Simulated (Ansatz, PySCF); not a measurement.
Process, species as SMILES: [C-]#[N+]C[CH2] -> [C-]#[N+][CH]C
Geometries: B3LYP-D3(BJ)/def2-TZVP minima from Ansatz (an electronic-structure program), one conformer each, not searched for the lowest.

Quantity: isomerisation energy (electronic energy difference), in eV. Cores are frozen in the correlated levels unless marked. Open shells are spin-unrestricted. Spin-orbit coupling is left out. No relativistic terms. CBS(X,Y): correlation extrapolated as X^-3; Hartree-Fock from the larger set. [CCSD(T)-MP2]/basis is that difference in the basis named.

```csv
level,program,isomerisation energy (eV)
TPSSh/def2-TZVPD,PySCF,?
r2SCANh-D4/def2-TZVPD,Ansatz + dftd4,-0.56
HSE06-D4/def2-TZVPD,Ansatz + dftd4,-0.56
wB97M-V/def2-TZVPD,Ansatz,?
SCS-MP2/cc-pVDZ,Ansatz,-0.27
CCSD/cc-pVDZ,Ansatz,-0.43
CCSD(T) with core electrons/cc-pwCVTZ,Ansatz,?
"RI-MP2/CBS(aug-cc-pVTZ,aug-cc-pVQZ)+[CCSD(T)-MP2]/aug-cc-pVTZ",Ansatz,-0.43
```

### Question
What belongs in the gaps?

### Answer

- TPSSh/def2-TZVPD, isomerisation energy (eV): -0.55
- wB97M-V/def2-TZVPD, isomerisation energy (eV): -0.49
- CCSD(T) with core electrons/cc-pwCVTZ, isomerisation energy (eV): -0.44
